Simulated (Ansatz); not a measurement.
C$_{3}$H$_{9}$BS, SMILES `CCCBS` at its PBE0-D4/def2-TZVP geometry, where that method's forces vanish. The species carries charge 0 and has multiplicity 1.

```xyz
14

C    -1.1017    1.1291    0.4235
C     0.0069    0.8134   -0.5680
C     1.1023   -0.0605    0.0288
B     0.8286   -1.5711    0.3198
S    -0.5501   -2.5433   -0.2446
H    -1.8854    1.7395   -0.0309
H    -0.7068    1.6808    1.2812
H    -1.5676    0.2189    0.8104
H    -0.4139    0.3298   -1.4577
H     0.4418    1.7516   -0.9272
H     1.9819   -0.0760   -0.6354
H     1.4879    0.3963    0.9505
H     1.6200   -2.2165    0.9449
H    -1.2439   -1.5919   -0.8955
```

Task: What forces (eV/Å) does B3LYP-D4/def2-TZVPP give on these atoms in Ansatz? (An estimate is asked.)

Result: Computed: 
```
C1  -0.182  0.048  0.146
C2   0.013  0.095 -0.243
C3   0.231 -0.073  0.077
B4   0.177 -0.078  0.124
S5  -0.110 -0.045 -0.056
H6   0.029 -0.028  0.029
H7  -0.024 -0.023 -0.035
H8   0.013  0.065 -0.018
H9   0.021  0.037  0.047
H10 -0.025 -0.045  0.013
H11 -0.035  0.018  0.025
H12 -0.016 -0.008 -0.046
H13 -0.080  0.078 -0.064
H14 -0.012 -0.041  0.001
```

B3LYP here is the variant with VWN-RPA as its local correlation; programs differ in this.
